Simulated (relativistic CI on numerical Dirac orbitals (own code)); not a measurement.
**Radial parameters of Hf XI**

Calculated at this level of theory: Dirac-Coulomb-Breit CI, separate exchange-only KLI orbitals for each configuration, model QED, unscaled Slater integrals (own radial code, finite nucleus).

Slater integrals F^k, G^k are unscaled and averaged over j, outside the closed core [Kr] 4d10; ζ comes from projecting the Hamiltonian with its Breit term on Σ l·s of the shell.

- 4f¹²5s²5p²: F^2(4f,4f) = 164960, F^4(4f,4f) = 104710, F^6(4f,4f) = 75685, ζ(4f) = 4012.1, F^2(5p,5p) = 93898, F^2(4f,5p) = 70656, G^2(4f,5p) = 29533, G^4(4f,5p) = 24729, ζ(5p) = 59985 cm⁻¹; <r>(4f) = 0.5988, <r^2>(4f) = 0.4345, <r>(5p) = 1.143, <r^2>(5p) = 1.46 (bohr units).
- 4f¹¹5s²5p³: F^2(4f,4f) = 168950, F^4(4f,4f) = 107440, F^6(4f,4f) = 77721, ζ(4f) = 4199.8, F^2(5p,5p) = 94761, F^2(4f,5p) = 70954, G^2(4f,5p) = 28808, G^4(4f,5p) = 24326, ζ(5p) = 61846 cm⁻¹; <r>(4f) = 0.5872, <r^2>(4f) = 0.4162, <r>(5p) = 1.132, <r^2>(5p) = 1.432 (bohr units).
- 4f¹³5s²5p: ζ(4f) = 3827, F^2(4f,5p) = 70441, G^2(4f,5p) = 30317, G^4(4f,5p) = 25178, ζ(5p) = 58188 cm⁻¹; <r>(4f) = 0.6108, <r^2>(4f) = 0.454, <r>(5p) = 1.153, <r^2>(5p) = 1.486 (bohr units).

Averages of the first 10 configurations, taken without configuration mixing, which lowers the lowest level and can move excited configurations by several eV; other configurations of the list can lie among them:

| Configuration | Parity | States | Average energy above the lowest level (eV) |
| --- | --- | --- | --- |
| 4f¹²5s²5p² | even | 1365 | 19.0 |
| 4f¹⁴5s² | even | 1 | 22.1 |
| 4f¹¹5s²5p³ | even | 7280 | 25.3 |
| 4f¹³5s²5p | even | 84 | 18.1 |
| 4f¹²5s5p³ | odd | 3640 | 56.9 |
| 4f¹⁴5s5p | odd | 12 | 55.6 |
| 4f¹²5s²5p5d | odd | 5460 | 70.7 |
| 4f¹³5s5p² | odd | 420 | 53.7 |
| 4f¹³5s²5d | odd | 140 | 69.1 |
| 4f¹³5p³ | even | 280 | 93.6 |
